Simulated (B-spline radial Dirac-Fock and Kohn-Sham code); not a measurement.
Photoemission from N²⁺ at Cu Kα (8047.8 eV), detector at θ = 54.7°, φ = 0°

System: the N²⁺ ion in the configuration 1s2 2s2 2p1. Method: Dirac-Hartree-Slater photoionisation with a Latter tail; cross sections with all multipoles, angular parameters from the dipole term and its interference with E2. Computed with a B-spline atomic structure program. Thresholds are orbital energies of the model. For linearly polarised light dσ/dΩ = σ/(4π) [1 + β P₂(cos θ) + (δ + γ cos²θ) sin θ cos φ], with θ from the polarisation vector and φ the angle between the beam and the projection of the electron momentum on the plane normal to the polarisation. The dipole factor is 1 + βP₂ and the non-dipole term is the rest of the bracket. Open shells are filled statistically over j.

| subshell | threshold (eV) | σ (kb) | β | γ | δ | dipole factor | non-dipole term | dσ/dΩ (kb/sr) |
| --- | --- | --- | --- | --- | --- | --- | --- | --- |
| 1s | 445.7 | 0.156 | 2.00 | 2.02 | 0.000 | 1.002 | +0.551 | 0.0192 |
| 2s | 54.91 | 0.0100 | 2.00 | 2.04 | 0.000 | 1.002 | +0.556 | 0.00125 |
| 2p1/2 | 43.35 | 1.93e-05 | 0.08 | 0.76 | 0.332 | 1.000 | +0.477 | 2.27e-06 |
| 2p3/2 | 43.32 | 3.79e-05 | 0.06 | 0.73 | 0.335 | 1.000 | +0.472 | 4.44e-06 |
